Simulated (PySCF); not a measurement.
C2F5, SMILES F[C](F)C(F)(F)F, multiplicity 2. Atoms are numbered in the order given.

```xyz
7

F      1.5009    -0.0020    -1.0899
C      0.8656     0.3543     0.0000
F      1.5009    -0.0020     1.0899
C     -0.6078     0.0200     0.0000
F     -0.8115    -1.2996     0.0000
F     -1.1811     0.5270     1.0818
F     -1.1811     0.5270    -1.0818
```
Charge 0, spin multiplicity 2.

The structure is a stationary point at PBE0-D3(BJ)/def2-SVP.

These are B3LYP/pcH-1 (PySCF) values and carry that method's errors.

Unrestricted Kohn–Sham, ⟨S²⟩ = 0.752. Hyperfine tensors hold the contact and dipolar terms, without spin-orbit corrections.

### Question
Estimate the hyperfine couplings. (The exact figures need the calculation; the answer reports its results.)

### Answer

```tsv
nucleus	A(iso) (MHz)	A(iso) (G)	dipolar principal values (MHz)
19F no. 1	220.3	78.6	-250.9, -228.0, 478.9
13C no. 2	406.3	145.0	-78.3, -77.6, 155.8
19F no. 3	220.3	78.6	-250.9, -228.0, 478.9
13C no. 4	43.2	15.4	-6.8, -6.1, 12.9
19F no. 5	119.7	42.7	-73.9, -70.4, 144.2
19F no. 6	-5.3	-1.9	-9.1, -6.4, 15.5
19F no. 7	-5.3	-1.9	-9.1, -6.4, 15.5
```
